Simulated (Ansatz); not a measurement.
C4H8, triplet, at a GFN2-xTB geometry (a higher spin typed on purpose: for a closed-shell molecule this is an excited state), with bond 10-3 at 3.0 times its length; B3LYP/3-21G run with Ansatz (a quantum-chemistry and plane-wave program).

Here is a job for Ansatz.
Ansatz 0.2 input:
```yaml
crystal:
  periodic: [false, false, false]
  atoms:
    - {symbol: C, position_ang: [-1.15624507, -0.87916860, -0.04051442]}
    - {symbol: C, position_ang: [-0.01256111, 0.08350426, 0.01189816]}
    - {symbol: C, position_ang: [1.36521109, -0.48911726, -0.09391931]}
    - {symbol: C, position_ang: [-0.22788925, 1.49221281, 0.14524560]}
    - {symbol: H, position_ang: [-1.01654276, -1.68594538, 0.68395579]}
    - {symbol: H, position_ang: [-1.22938198, -1.34750214, -1.02810732]}
    - {symbol: H, position_ang: [-2.09715668, -0.37703551, 0.16949563]}
    - {symbol: H, position_ang: [1.59582270, -1.11669389, 0.77353669]}
    - {symbol: H, position_ang: [2.11067560, 0.29966423, -0.15358709]}
    - {symbol: H, position_ang: [1.63022566, -2.39913992, -2.74811174]}
    - {symbol: H, position_ang: [-0.35123030, 2.13528041, -0.71439919]}
    - {symbol: H, position_ang: [-0.27682982, 1.97343663, 1.11149528]}
basis:
  gaussian:
    orbitals: 3-21G.json
hamiltonian:
  xc: b3lyp
magnetization: {spin_polarized: true, initial_magnetization: 2}
scf: {lower_state_search: standard}
```
The basis file holds 3-21G in the JSON format of the Basis Set Exchange.

Write the output that Ansatz gives for this input, abridged.


```
Functional definition: B3LYP
678 factors; integrals over basis functions are off by at most 9.6e-4 eV
mean field evaluation 1: about -4243.4923 eV, gradient 3.2e1 eV
mean field evaluation 2: about -4241.7971 eV, gradient 3.4e1 eV
mean field evaluation 4: about -4248.5573 eV, gradient 1.9e0 eV
mean field evaluation 8: about -4248.6075 eV, gradient 5.6e-2 eV
mean field evaluation 16: about -4248.6082 eV, gradient 9.8e-4 eV
mean field evaluation 32: about -4248.4772 eV, gradient 9.4e-1 eV
mean field -4248.60822439 eV, -156.1334724361 hartree, gradient 1.1e-5 eV, S^2 2.022425; 2 other end points of the search recorded, 0 dependent functions left out
reference -4248.60845863 eV, -156.1334810444 hartree; 17, 15 occupied and 35, 37 virtual orbitals, 678 factors
Total energy: -4248.60845863 eV, -156.1334810444 hartree
```
